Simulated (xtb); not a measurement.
In(Cl)2(OH) (Cl2HInO), SMILES [OH][In]([Cl])[Cl]. All values are semi-empirical tight-binding results from xtb (GFN2-xTB unless named), good for trends rather than for accurate numbers. Geometry optimised at GFN2-xTB. The values are those of a single conformer.

For metal compounds this method's bond lengths and energies can be far off.

The point group as xtb finds it is Cs and the orbital gap comes out as 3.23 eV. The zero-point energy comes out as 8.4 kcal/mol and the G − E(el) at 298.15 K (modified RRHO) comes out as -12.4 kcal/mol.
